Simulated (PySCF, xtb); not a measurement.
SnBr3, SMILES [Br][Sn+]([Br])[Br], charge +1.

Harmonic wavenumbers (cm⁻¹) from GFN2-xTB in xtb 6.7.1 at its own minimum, in rising order: 42, 42, 48, 145, 229, 229.

Task: What does B3LYP-D3(BJ)/def2-SVP in PySCF give at its own minimum? (An estimate is asked for; the answer gives what the named calculation found.)

Result: 68, 68, 76, 221, 313, 313. Paired by order, the mean absolute difference is 54 cm⁻¹ and the zero-point energies are 1.1 and 1.5 kcal/mol.
